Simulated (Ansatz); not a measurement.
Start from `O[SiH2]B(F)Cl` and change one atom or group to get `F[B](Cl)[GeH3]`.

Ansatz, PBE0-D4/def2-TZVP geometries, multiplicity 1. Each molecule was computed in one conformer, which needn't be the lowest.

Scalar relativity is left out up to krypton.

```json
{"property": "HOMO–LUMO gap (B3LYP/def2-TZVPP) / eV", "`O[SiH2]B(F)Cl`": "6.31"}
{"property": "size of the dipole moment (PBE/def2-TZVPP) / D", "`O[SiH2]B(F)Cl`": "0.75"}
{"property": "HOMO energy (PBE0/def2-TZVPP) / eV", "`O[SiH2]B(F)Cl`": "-8.44"}
{"property": "HOMO energy (PBE/def2-TZVPP) / eV", "`O[SiH2]B(F)Cl`": "-7.05"}
{"property": "size of the dipole moment (B3LYP/def2-TZVPP) / D", "`O[SiH2]B(F)Cl`": "0.72"}
{"property": "HOMO energy (ωB97M-V/def2-TZVPP) / eV", "`O[SiH2]B(F)Cl`": "-10.61"}
```

Problem. What does the change do to each property? (An estimate is asked.)

Solution. Ansatz gave: 
```json
{"property": "HOMO–LUMO gap (B3LYP/def2-TZVPP) / eV", "`F[B](Cl)[GeH3]`": "6.59", "shift": "0.28"}
{"property": "size of the dipole moment (PBE/def2-TZVPP) / D", "`F[B](Cl)[GeH3]`": "0.49", "shift": "-0.26"}
{"property": "HOMO energy (PBE0/def2-TZVPP) / eV", "`F[B](Cl)[GeH3]`": "-8.58", "shift": "-0.14"}
{"property": "HOMO energy (PBE/def2-TZVPP) / eV", "`F[B](Cl)[GeH3]`": "-7.31", "shift": "-0.26"}
{"property": "size of the dipole moment (B3LYP/def2-TZVPP) / D", "`F[B](Cl)[GeH3]`": "0.58", "shift": "-0.14"}
{"property": "HOMO energy (ωB97M-V/def2-TZVPP) / eV", "`F[B](Cl)[GeH3]`": "-10.71", "shift": "-0.10"}
```

With PBE0 the HOMO falls by 0.14 eV and the LUMO rises by 0.16 eV, so the gap widens by about 0.30 eV. PBE moves the HOMO by -0.26 eV and ωB97M-V by -0.10 eV. The zero-point energy changes by -21.3 kJ/mol with -3 modes. Dipoles are sizes alone; their direction can turn.

B3LYP here is the variant with VWN-RPA as its local correlation; programs differ in this.
